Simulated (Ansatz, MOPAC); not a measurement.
Spectroscopic constants of LiSi+, multiplicity 3 (lowest of 2S+1 = 1, 3, 5 at CCSD(T)/def2-TZVPP on PBE0 minima; our sources give no spin for the ground state, which may be another).

The constants come from a fifth-degree fit in 1/R (seven points, main isotopes). Runs in def2 and cc sets follow the lowest solution found near the PBE0 minimum.

The values were computed with Ansatz (an electronic-structure program); MOPAC for PM3 (differences of heats of formation). Values without a source in brackets are computed.

| level | r_e (Å) | ω_e (cm⁻¹) | B_e (cm⁻¹) | ω_e x_e (cm⁻¹) |
|---|---|---|---|---|
| PM3 | 2.797 | 236 | 0.384 | 3.9 |
| SVWN5/def2-TZVPP | 2.749 | 258 | 0.398 | 3.7 |
| PBE/def2-TZVPP | 2.770 | 257 | 0.392 | 3.7 |
| r2SCAN/def2-TZVPP | 2.791 | 252 | 0.386 | 3.6 |
| B97M-V/def2-TZVPP | 2.775 | 258 | 0.390 | 3.6 |
| B3LYP/def2-TZVPP | 2.764 | 258 | 0.393 | 3.7 |
| PBE0/def2-TZVPP | 2.753 | 265 | 0.396 | 3.7 |
| BHLYP/def2-TZVPP | 2.738 | 270 | 0.401 | 3.8 |
| CAM-B3LYP/def2-TZVPP | 2.736 | 269 | 0.402 | 3.7 |
| wB97X-V/def2-TZVPP | 2.750 | 269 | 0.397 | 3.8 |
| wB97M-V/def2-TZVPP | 2.803 | 242 | 0.383 | 3.0 |
| B2PLYP/def2-TZVPP | 2.760 | 263 | 0.395 | 3.6 |
| CCSD/aug-cc-pV(T+d)Z | 2.793 | 264 | 0.385 | 3.0 |
| CCSD/def2-TZVPP | 2.783 | 259 | 0.388 | 3.5 |
| CCSD/aug-cc-pV(Q+d)Z | 2.790 | 264 | 0.386 | 3.0 |
| CCSD/def2-QZVPP | 2.773 | 268 | 0.391 | 3.0 |
| CCSD(T)/aug-cc-pV(T+d)Z | 2.794 | 264 | 0.385 | 3.0 |
| CCSD(T)/def2-TZVPP | 2.783 | 259 | 0.388 | 3.5 |
| CCSD(T)/aug-cc-pV(Q+d)Z | 2.790 | 264 | 0.386 | 3.0 |
| CCSD(T)/def2-QZVPP | 2.773 | 268 | 0.391 | 3.0 |
| CCSD(T)/CBS(aug-cc-pV(T+d)Z, aug-cc-pV(Q+d)Z) | 2.787 | 265 | 0.387 | 3.0 |

Correlated levels freeze the inner cores; with def2 sets outer-core shells near the valence are correlated too. CBS(a, b) extrapolates the correlation energy as X⁻³ and adds the Hartree–Fock energy of set b. The state that PM3 reach isn't checked.
